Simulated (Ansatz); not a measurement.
| atom | x (Å) | y (Å) | z (Å) |
| --- | --- | --- | --- |
| C | 0.0000 | -0.0561 | -0.6352 |
| C | 0.0000 | -0.0490 | 0.7808 |
| H | 0.0000 | 0.7423 | 1.6530 |
| H | 0.0000 | -1.0638 | -1.2592 |
| H | 0.0000 | 0.9521 | -1.2676 |

Basis set: cc-pVDZ (spherical functions). Frozen core: 2 orbitals. Charge 0, multiplicity 2.

Computed with Ansatz (development build ahead of 0.2.0); each method stands on the lowest determinant of its kind that the runs found.

Q: Give the atomization energy at this shape (free ground-state atoms in the same class of orbitals less the molecule, no zero-point energy) of doublet C2H3 by UHF-MP2, UHF.

A:

| method | atomization energy |
| --- | --- |
| UHF-MP2 | 1640.1 kJ/mol |
| UHF | 1321.1 kJ/mol |

Caution: the shape is not the minimum; the unrestricted determinant is spin contaminated.
